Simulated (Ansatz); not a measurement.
Calculated with Ansatz (gas phase, PBE0-D4/def2-TZVP geometries, no zero-point term in ΔE). CCSD(T)/CBS adds triple-zeta CCSD(T) − MP2 to the extrapolated MP2 energy (def2 sets, frozen cores). This one scheme is used for every species. DFT in def2-TZVPP. Each species was taken in one conformer, which may not be the lowest.

Consider the ligand exchange at the Si–C bond: `N#C[Si](Cl)(Cl)Cl` + `OB(O)O` → `OB(O)O[Si](Cl)(Cl)Cl` + `C#N`.

`N#C[Si](Cl)(Cl)Cl`:

```xyz
6

N     0.112   -1.605    1.905
C     0.060   -0.864    1.025
Si   -0.022    0.316   -0.375
Cl    1.006    1.970    0.141
Cl   -1.960    0.751   -0.711
Cl    0.804   -0.568   -1.985
```

`OB(O)O`:

```xyz
7

O    -0.622   -1.199    0.202
B     0.000    0.000    0.000
O     1.170    0.053   -0.703
O    -0.548    1.147    0.501
H    -0.142   -1.928   -0.197
H     1.508    0.948   -0.778
H    -1.366    0.981    0.974
```

`OB(O)O[Si](Cl)(Cl)Cl`:

```xyz
10

O    -1.077   -1.397   -0.291
B    -1.111   -0.085    0.053
O    -2.292    0.543    0.297
O     0.074    0.612    0.153
Si    1.635    0.252   -0.045
Cl    2.004   -0.359   -1.939
Cl    2.217   -1.187    1.254
Cl    2.682    1.945    0.324
H    -1.950   -1.793   -0.334
H    -2.182    1.468    0.530
```

`C#N`:

```xyz
3

C    -0.014    0.010    0.019
N     0.636   -0.425   -0.818
H    -0.621    0.416    0.799
```

```
             level  ΔE (kcal/mol)
              PBE0          -17.6
CCSD(T)/def2-TZVPP          -20.0
```

Question: What does CCSD(T)/CBS give? (Best estimate.)

Answer: Ansatz gave: -20.3 kcal/mol. The listed levels differ from it by 2.7, 0.3 kcal/mol.

Largest T1 diagnostic among the species: 0.014.

The D4 term adds −1.9 kcal/mol with B3LYP and −1.1 kcal/mol with PBE0; it sums over pairs of atoms, weighted by their polarisabilities, and B3LYP, whose exchange is more repulsive, gets the larger term. In def2-TZVPP, CCSD(T) changes the Hartree–Fock value by +3.1 kcal/mol (the triples alone add +0.6 kcal/mol) and MP2 by +3.8 kcal/mol.

B3LYP here is the variant with VWN-RPA as its local correlation; programs differ in this.
